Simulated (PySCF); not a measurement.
CdClI, SMILES [Cl][Cd][I]. Heavy atoms are numbered as in [Cd:1]([Cl:2])[I:3].

Geometry optimised at PBE0-D3(BJ)/def2-TZVP. The def2 effective core potentials stand for the cores of Cd, I; spin–orbit coupling is left out.

All values below come from PySCF with HF/def2-TZVPD.

Mulliken values depend strongly on the basis, most of all with diffuse functions as here. ESP charges are fitted to the potential on shells at 1.4 to 2.0 van der Waals radii. Atomic charges (e), one atom of each kind:

```json
[
 {"atom": "Cd1", "ESP fit": "0.77", "Mulliken": "0.97"},
 {"atom": "Cl2", "ESP fit": "-0.43", "Mulliken": "-0.56"},
 {"atom": "I3", "ESP fit": "-0.34", "Mulliken": "-0.41"}
]
```
